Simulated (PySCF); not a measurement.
Input file for PySCF: U-HF/6-31G* on AlClFH (SMILES [F][AlH][Cl]), a point of a bond scan (R = 1.711 Å).

```python
from pyscf import gto, scf, dft, mp
from pyscf.data.elements import chemcore

mol = gto.M(
    atom='''
    Al   -0.56121200    0.17720720   -0.47070291
    H    -1.87523956   -0.42466163   -1.38643678
    F    -0.21592676    1.78615354   -0.49600494
    Cl    0.64675761   -1.05936054    0.69919827
    ''',
    basis='6-31g*',
    cart=True,
    charge=0, spin=0, verbose=3, max_memory=1800)
mf = scf.UHF(mol)
mf.conv_tol = 1e-8
mf.max_cycle = 100
mf.init_guess_breaksym = True
mf.kernel()
if not mf.converged:
    mf = mf.newton().run(mf.mo_coeff, mf.mo_occ)
for _ in range(4):
    mo, _, stable, _ = mf.stability(return_status=True)
    if stable:
        break
    mf.kernel(mf.make_rdm1(mo, mf.mo_occ))
```

It printed:

```
converged SCF energy = -801.546685546452  <S^2> = 1.4366037e-09  2S+1 = 1
<class 'pyscf.scf.uhf.UHF'> wavefunction is stable in the internal stability analysis
```

Self-consistency was reached.

Cost: around 1.6 core-seconds (rough).
